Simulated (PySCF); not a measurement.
Static response to an electric field

C3H9GeNSi.
Cartesian coordinates in Å at the PBE0-D3(BJ)/def2-SVP level; atoms count from 1:
```
atom  x, y, z in Å
N1    -2.2641   -0.8409   -1.1680
C2    -2.4831    0.5725   -0.9293
Si3   -1.7835    1.0548    0.7571
C4     0.0045    0.6134    0.7791
C5     1.1859    0.2922    0.7492
Ge6    3.0213   -0.2050    0.7354
H7    -1.2673   -1.0487   -1.1896
H8    -2.6432   -1.1275   -2.0678
H9    -2.0731    1.2664   -1.6958
H10   -3.5679    0.7775   -0.8829
H11   -1.9151    2.5275    0.9756
H12   -2.4681    0.3213    1.8599
H13    3.8676    1.0297    0.3928
H14    3.4001   -0.7390    2.1242
H15    3.2278   -1.2969   -0.3253
```

Level: CAM-B3LYP/def2-SVPD (PySCF), static field, nuclei fixed, core orbitals frozen in the response. The polarisability tensor in these axes (au):

```
x   133.78 -10.78   5.47
y   -10.78  89.73   3.28
z     5.47   3.28  89.31
```

Question: What are the eigenvalues, a third of the trace, and Δα (Δα² = ½Σ(αi − αj)² over the three pairs)?

Answer: Principal values 83.57, 92.53 and 136.72 au; mean 104.27 au = 15.45 Å³ = 17.19 × 10⁻⁴⁰ C²·m²/J; Δα = 49.29 au (47 % of the mean).

Question: What is the dipole moment, and where does it point?

Answer: (0.57, 0.23, -1.47) D, 1.60 D in size, pointing from the negative to the positive side. Measured along this direction, the outermost atoms are H12 at the negative end and H15 and H13 at the positive end.

Question: Directions of the eigenvectors, and the extent of the frame along each?

Answer: Largest value along (0.97, -0.22, 0.10), where the nuclei span 7.39 Å; middle along (0.07, 0.64, 0.76), 4.72 Å; least along (0.23, 0.74, -0.64), 3.05 Å. The response follows the extents in order.

Question: Traceless (Buckingham) quadrupole moment about the centre of nuclear charge: eigenvalues?

Answer: -9.70, -0.15, 9.86 D·Å. The values depend on the origin, since the dipole doesn't vanish. The electronic extent ⟨r²⟩ about the same centre is 2119 bohr², a root-mean-square distance of 2.72 Å for the 80 electrons.

Question: What would n − 1 = 2πNα be for an ideal gas of these molecules at 298.15 K and 1 atm, electronic part alone?

Answer: N = p/kT = 2.4615 × 10¹⁹ cm⁻³, so n − 1 = 2π × N × 15.45 × 10⁻²⁴ cm³ = 2390 × 10⁻⁶ at long wavelengths.

Geometry: PBE0-D3(BJ)/def2-SVP, one conformer, isolated molecule. The calculation is non-relativistic, for germanium too.
